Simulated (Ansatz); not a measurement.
Ansatz (a quantum-chemistry and plane-wave program) input (B3LYP-D3(BJ)/def2-TZVP):

Ansatz 0.2 input:
```yaml
crystal:
  periodic: [false, false, false]
  atoms:
    - {symbol: C, position_ang: [3.18547112, -0.68133074, -0.24524681]}
    - {symbol: C, position_ang: [2.29986333, 0.01831656, 0.70942209]}
    - {symbol: C, position_ang: [1.11344268, 0.77585078, 0.26454324]}
    - {symbol: C, position_ang: [-0.13152596, -0.13102713, 0.11931045]}
    - {symbol: C, position_ang: [-1.35637571, 0.66085166, -0.34492618]}
    - {symbol: C, position_ang: [-2.54308823, -0.23452480, -0.49941689]}
    - {symbol: C, position_ang: [-3.66379260, -0.11970489, 0.18817404]}
    - {symbol: H, position_ang: [3.10365543, -0.25015130, -1.24141391]}
    - {symbol: H, position_ang: [4.22686606, -0.63066367, 0.07872447]}
    - {symbol: H, position_ang: [2.93680213, -1.74824347, -0.32024324]}
    - {symbol: H, position_ang: [2.40215263, -0.21105261, 1.75706727]}
    - {symbol: H, position_ang: [1.30625532, 1.24354308, -0.70510083]}
    - {symbol: H, position_ang: [0.87306181, 1.56168831, 0.98627863]}
    - {symbol: H, position_ang: [-0.34599408, -0.60168910, 1.08079315]}
    - {symbol: H, position_ang: [0.08863042, -0.92185080, -0.60040597]}
    - {symbol: H, position_ang: [-1.57791266, 1.45141844, 0.37470854]}
    - {symbol: H, position_ang: [-1.12990491, 1.12938908, -1.30752102]}
    - {symbol: H, position_ang: [-2.42862302, -1.03041030, -1.22475907]}
    - {symbol: H, position_ang: [-3.80260376, 0.66184176, 0.91763389]}
    - {symbol: H, position_ang: [-4.49236865, -0.79359739, 0.05026261]}
basis:
  gaussian:
    orbitals: def2-TZVP
hamiltonian:
  xc: b3lyp
  dispersion: d3bj
magnetization: {spin_polarized: true, initial_magnetization: 1}
relax: {f_tol: 0.002, max_steps: 150}
```

End of the output:

```
1832 factors; their error is unknown
0.37 GiB of the device are held for the grids
1.93 GiB of device memory are held for the factors and their scratch space
mean field: 2.33 GiB planned
mean field evaluation 160: about -7472.3925 eV, gradient 4.3e-1 eV
mean field -7472.34692896 eV, -274.6036847007 hartree, gradient 1.6e-5 eV, S^2 0.754151; 1 other end points of the search recorded, 0 dependent functions left out
the calculation of the forces begins
reference -7472.34728694 eV, -274.6036978562 hartree; 28, 27 occupied and 267, 268 virtual orbitals, 1832 factors
Total energy: -7473.06035194 eV, -274.6299025117 hartree
Atom 0 at     3.132590    -0.736854    -0.241484 Å, force    -0.000253     0.000789     0.000104 eV/Å
Atom 1 at     2.358824     0.107486     0.705391 Å, force    -0.000329    -0.000310    -0.000750 eV/Å
Atom 2 at     1.126077     0.820309     0.276224 Å, force     0.000630     0.000306     0.000027 eV/Å
Atom 3 at    -0.102335    -0.102445     0.128347 Å, force    -0.000341    -0.000239    -0.000427 eV/Å
Atom 4 at    -1.356107     0.655718    -0.322717 Å, force     0.000006     0.000219     0.000415 eV/Å
Atom 5 at    -2.536250    -0.243837    -0.515228 Å, force     0.001010    -0.000182    -0.000288 eV/Å
Atom 6 at    -3.671083    -0.176690     0.169198 Å, force    -0.000600    -0.000161     0.000423 eV/Å
Atom 7 at     3.197828    -0.270303    -1.229731 Å, force     0.000224    -0.000029    -0.000452 eV/Å
Atom 8 at     4.147013    -0.924895     0.115252 Å, force     0.000306    -0.000134     0.000220 eV/Å
Atom 9 at     2.667096    -1.722859    -0.396832 Å, force    -0.000260    -0.000441     0.000219 eV/Å
Atom 10 at     2.565987     0.020942     1.765579 Å, force     0.000016    -0.000219     0.000927 eV/Å
Atom 11 at     1.298311     1.309582    -0.691057 Å, force    -0.000366     0.000261    -0.000203 eV/Å
Atom 12 at     0.879260     1.611917     0.990121 Å, force     0.000183     0.000008     0.000017 eV/Å
Atom 13 at    -0.302106    -0.598759     1.081691 Å, force    -0.000161    -0.000045     0.000158 eV/Å
Atom 14 at     0.124634    -0.893605    -0.592302 Å, force     0.000019    -0.000000    -0.000038 eV/Å
Atom 15 at    -1.599299     1.432689     0.407657 Å, force    -0.000004     0.000136    -0.000025 eV/Å
Atom 16 at    -1.131731     1.168347    -1.265752 Å, force    -0.000101     0.000207    -0.000238 eV/Å
Atom 17 at    -2.422548    -1.017901    -1.271019 Å, force     0.000111    -0.000465    -0.000451 eV/Å
Atom 18 at    -3.826430     0.576636     0.933760 Å, force    -0.000043     0.000266     0.000407 eV/Å
Atom 19 at    -4.485720    -0.866825    -0.009214 Å, force    -0.000047     0.000034    -0.000046 eV/Å
Dipole moment:     0.055758    -0.028170    -0.029659 e Å
```

It need not be the lowest isomer of its formula.
